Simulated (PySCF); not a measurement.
Molecule: `InChI=1S/C3H12BP/c1-5(2,3)4/h1-4H3`.

Atom-mapped SMILES (the numbers label the heavy atoms): `[BH3-:1][P+:2]([CH3:3])([CH3:4])[CH3:5]`. Hydrogens are named by the atom that carries them.

Geometry PBE0-D3(BJ)/def2-SVP throughout; GIAO in PySCF 2.14, gas phase, one conformer, non-relativistic; equivalent atoms averaged; basis pcSseg-1.

(1) How do the shifts δ (against BF3·OEt2, H3PO4, TMS at the same level) depend on the functional? (ppm; last column core-seconds on 1 thread of an Arm Neoverse V1, shared host; the GGAs took longer than the global hybrids here, which isn't the general rule, and the cause wasn't traced)

(2) Which nucleus moves most, in ppm?

Answers

(1) 
```tsv
functional	kind	B1	P2	C3/C4/C5	H(C3)/H(C4)/H(C5)	H(B1)	core-s
HF	Hartree–Fock	-36.4	-20.3	11.8	1.06	0.60	7.1
LDA	LDA	-48.7	-23.2	17.4	1.15	0.91	18
PBE	GGA	-47.8	-18.1	16.3	1.14	0.85	21
BLYP	GGA	-45.5	-6.4	16.4	1.13	0.80	21
BP86	GGA	-46.7	-16.1	16.2	1.14	0.86	22
OPBE	GGA	-47.6	-22.6	15.0	1.15	0.83	23
KT2	GGA	-45.6	-22.7	15.8	1.14	0.85	21
KT3	GGA	-44.7	-15.2	15.2	1.13	0.76	22
B97-D	GGA	-43.7	-9.0	15.9	1.16	0.77	22
B3LYP	global hybrid	-43.7	-12.3	15.4	1.11	0.75	14
PBE0	global hybrid	-45.3	-24.3	15.0	1.11	0.79	14
mPW1PW91	global hybrid	-44.8	-23.1	14.9	1.11	0.77	14
```

(2) P2 (phosphorus bonded to 3 C, B): from -24.3 ppm with PBE0 to -6.4 ppm with BLYP. The smallest spread is 0.10 ppm, at H(C3)/H(C4)/H(C5). Proton shifts span only some 12 ppm, so a few tenths of a ppm matter as much there as several ppm in carbon.
